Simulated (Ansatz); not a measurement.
Reaction (β-hydride elimination): `CN[Si](F)(F)F` → `F[SiH](F)F` + `C=N`

Program: Ansatz. Geometries: PBE0-D4/def2-TZVP. ΔE: electronic, gas phase. CBS: MP2 limit from def2 TZ/QZ plus the TZ coupled-cluster correction, frozen cores. This one scheme is used for every species. DFT in def2-TZVPP. HSE06 is defined as in plane-wave codes. Each species was taken in one conformer, which may not be the lowest.

`CN[Si](F)(F)F`:

```xyz
10

C    -1.118   -0.876   -0.022
N     0.294   -0.543   -0.050
Si    0.934    0.998    0.013
F     0.224    1.950   -1.024
F     2.477    0.921   -0.297
F     0.784    1.740    1.399
H    -1.359   -1.622   -0.783
H    -1.712    0.013   -0.244
H    -1.439   -1.255    0.954
H     0.917   -1.326    0.054
```

`F[SiH](F)F`:

Cartesian coordinates in Å:
```
F -1.003 1.013 0.630
Si 0.013 0.014 -0.036
F -0.706 -1.373 -0.214
F 1.226 -0.182 0.945
H 0.470 0.527 -1.326
```

`C=N`:

Z-matrix (Å, degrees):
```
C
N 1 1.261
H 1 1.096 2 124.9
H 1 1.092 2 118.8 3 -180.0
H 2 1.021 1 111.0 3 -0.0
```

CCSD(T)/CBS gives +2.04 eV.

(1) Another level gave +2.08 eV. Which?
A. RPA@PBE/def2-TZVPP
B. HSE06/def2-TZVPP
C. PBE/def2-TZVPP
D. B97M-V/def2-TZVPP

Largest T1 diagnostic among the species: 0.012.

Answers

(1) D. B97M-V 2.08, HSE06 2.13, PBE 1.93, RPA@PBE/def2-TZVPP 1.81 eV.

From BLYP to BHLYP (50 % exact exchange), in def2-TZVPP and without D4, ΔE moves by +0.44 eV. Leaving LDA and LC-ωPBE aside and taking each functional with its dispersion term where it has one, the values, not all of them listed here, spread over 0.45 eV, from BLYP-D4 to r2SCAN0-D4. LDA lies +0.56 eV from PBE without D4.
